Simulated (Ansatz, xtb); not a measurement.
## C5H6OS: 3 structures ranked

3 gas-phase structures of C5H6OS, from a drawn sample of its isomers (lower ones may exist). Each was relaxed with GFN2-xTB:

A. `OC1=CCC(S)=C1`, a singlet
B. `O[C@@H]1C=CC=C1S`, a singlet
C. `OC1=C(S)CC=C1`, a singlet

**Question.** Estimate their order in r2SCAN-D4/def2-SVP energy at these geometries, lowest first.

**Answer.** Calculated order at r2SCAN-D4/def2-SVP: C (0.000), A (0.068), B (0.568) eV.

Energies above the lowest of each column, in eV; the last columns are at B3LYP-D3(BJ)/def2-SVP geometries:

```tsv
structure	GFN2-xTB	HF/STO-3G	r2SCAN-D4/def2-SVP	B3LYP-D3(BJ)/def2-SVP	CCSD(T)/def2-SVP + ΔMP2/def2-TZVPP
C	0.080	0.101	0.000	0.000	0.000
A	0.000	0.000	0.068	0.223	0.194
B	0.522	0.456	0.568	0.642	0.490
```

CCSD(T)/def2-SVP + ΔMP2/def2-TZVPP puts C lowest; GFN2-xTB picks A, HF/STO-3G picks A. Flexible structures stand in one conformer each, not always the lowest. ΔMP2 is the change of the MP2 energy from the smaller to the larger basis.

Programs: Ansatz 0.2.0, xtb 6.7.1.
